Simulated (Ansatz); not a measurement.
C₂H₇AlFN, SMILES `C[CH2][Al]([NH2])[F]`. Total charge 0; spin multiplicity 1. The structure was optimised at the PBE0-D4/def2-TZVP level. It is one conformer, not always the lowest.

```xyz
12

C     0.975   -0.527    1.181
C     1.138   -0.020   -0.253
Al   -0.521    0.470   -1.145
N    -2.101    0.345   -0.376
F    -0.500    1.038   -2.700
H     1.936   -0.789    1.634
H     0.346   -1.421    1.225
H     0.510    0.223    1.825
H     1.645   -0.773   -0.868
H     1.806    0.849   -0.276
H    -2.977    0.590   -0.810
H    -2.255    0.016    0.562
```

(1) What is the dipole moment at B3LYP/def2-TZVPP? (Estimate.)

(2) And with PBE, r2SCAN, ωB97M-V? (Best estimate.)

(3) Give the Mulliken charges with B3LYP, PBE, ωB97M-V in def2-TZVPP. (Estimate.)

Answers

(1) Ansatz gave: 2.12 D, with components (-0.41, -0.68, 1.97) D in this frame, pointing from negative to positive charge.

(2) Computed: PBE 2.12 D, r2SCAN 2.10 D, ωB97M-V 2.09 D.

(3) Computed: 
| atom | B3LYP | PBE | ωB97M-V |
| --- | --- | --- | --- |
| C1 | -0.26 | -0.26 | -0.33 |
| C2 | -0.28 | -0.27 | -0.37 |
| Al3 | 0.68 | 0.58 | 0.70 |
| N4 | -0.42 | -0.40 | -0.38 |
| F5 | -0.38 | -0.34 | -0.36 |
| H6 | 0.08 | 0.08 | 0.11 |
| H7 | 0.08 | 0.08 | 0.10 |
| H8 | 0.08 | 0.08 | 0.10 |
| H9 | 0.08 | 0.08 | 0.10 |
| H10 | 0.08 | 0.08 | 0.10 |
| H11 | 0.14 | 0.15 | 0.11 |
| H12 | 0.13 | 0.14 | 0.11 |

B3LYP here is the variant with VWN-RPA as its local correlation; programs differ in this.
